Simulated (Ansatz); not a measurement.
Relaxation of Cl₂H₆HfN₂ (11 atoms, charge 0, multiplicity 1), to a largest force component of 0.03 eV/Å in at most 50 steps.

Level of theory: RHF/def2-SVP in Ansatz.

```xyz
11
Properties=species:S:1:pos:R:3
Hf -0.496 0.190 -0.604
Cl 0.316 -1.190 2.757
N 1.516 0.289 -0.360
H 2.025 -0.217 0.347
H 2.169 0.846 -0.885
Cl -1.264 1.732 -2.279
N -1.100 -1.718 -0.966
H -2.026 -1.986 -1.260
H -0.545 -2.554 -0.887
H -1.298 0.678 1.001
H -0.590 -0.277 2.434
```

Problem. Where does it end, and by what steps?

Solution. It converged. After 6 steps the energy has fallen by 0.072 eV; H11 moved furthest, 0.34 Å.

```
step  energy less start (eV)  largest force component (eV/Å)  accepted
   0                  0.0000                           0.948       yes
   1                 -0.0445                           0.500       yes
   2                 -0.0416                           0.839        no
   3                 -0.0636                           0.384       yes
   4                 -0.0693                           0.171       yes
   5                 -0.0702                           0.112       yes
   6                 -0.0721                           0.012       yes
```

```xyz
11
Properties=species:S:1:pos:R:3
Hf -0.516 0.233 -0.720
Cl 0.411 -1.283 2.951
N 1.485 0.310 -0.390
H 1.944 -0.199 0.349
H 2.177 0.857 -0.874
Cl -1.251 1.726 -2.457
N -1.116 -1.689 -1.002
H -2.028 -1.973 -1.322
H -0.568 -2.520 -0.855
H -1.329 0.747 0.886
H -0.501 -0.417 2.732
```

Whether the end is a true minimum wasn't checked by a vibrational analysis.

Time of the run: 17 s on 2 threads of AMD EPYC 7R43 64-Core Processor (Zen 3), with other jobs on the host, peak memory 0.31 GiB.
